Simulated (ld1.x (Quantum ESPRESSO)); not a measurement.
Transferability test, TM potential for V (Z = 23)

- Element: V (Z = 23)
- Generator: ld1.x (Quantum ESPRESSO) 7.5
- Type: norm-conserving Troullier–Martins (Kleinman–Bylander form)
- Functional: LDA (PZ)
- Relativity: scalar-relativistic
- Frozen core: [Ar]
- Valence charge: 5
- Reference configuration: 3d3 4s1 4p0 (charge +1)
- Partial waves: 4s (bound): rc 2.60 bohr; 4p (bound, empty): rc 2.35 bohr; 3d (bound): rc 1.70 bohr
- Local potential: the d channel
- Core correction: none

Energies are relative to the spin-unpolarised reference configuration 3d3 4s1 4p0; without spin polarisation the order of configurations can differ from experiment. Spin-polarised rows fill each open shell by Hund’s rule, majority spin first.

| valence configuration | charge | ΔE all-electron (eV) | error AE − PS (meV) |
| --- | --- | --- | --- |
| 3d3 4s2 4p0 | 0 | -7.941 | +13 |
| 3d3 4s0 4p0 | +2 | 14.545 | +39 |
| 3d2 4s0 4p0 | +3 | 43.704 | +63 |
| 3d2 4s2 4p1 | 0 | -2.031 | -167 |
| 3d3 4s0 4p2 | 0 | -0.941 | +2.9 |
| 3d3 4s1.5 4p0 | +0.5 | -4.761 | +4.4 |
| 3d3 4s0 4p1 | +1 | 4.177 | +6.7 |
| 3d3 4s1 4p0 (spin-polarised) | +1 | -2.369 | +3512 |

Q: What are ΔE and the potential's error for 3d3 4s2 4p0 (spin-polarised)?

A: ΔE = -9.569 eV all-electron; the error (AE − PS) is +3120 meV.

These tests converged, but a pseudo level misses the all-electron one widely, so the file describes the atom poorly there or has found another state: 3d2 4s0 4p0: empty 4p by 3.7 eV (a node warning on the way).

Note: ghost states, extra bound levels that the all-electron valence spectrum of the same l lacks: s at -164.5 eV, p at -54.2 eV. A true bound ghost makes a file unfit for plane-wave use.
